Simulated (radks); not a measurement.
Values are calculated unless marked as measured or tabulated.
Problem. Valence configurations of C I (all share [He]). Level of theory: scalar-relativistic Kohn-Sham, PBEsol, spin-polarised, spherical densities, point nucleus; open shells are filled with parallel spins first (a radial shooting solver on a logarithmic mesh with Libxc functionals). Order these by energy: 2p4; 2s2 2p2; 2s1.5 2p2.5; 2s0.5 2p3.5; 2s1 2p3.

Solution. From the lowest, in eV above it: 2s2 2p2 0.000; 2s1.5 2p2.5 2.442; 2s1 2p3 3.895; 2s0.5 2p3.5 10.723; 2p4 16.753. NIST lists [He] 2s2 2p2 as the ground configuration; this level of theory agrees among the configurations tried. The energies are those of spherical high-spin densities, not of single terms.
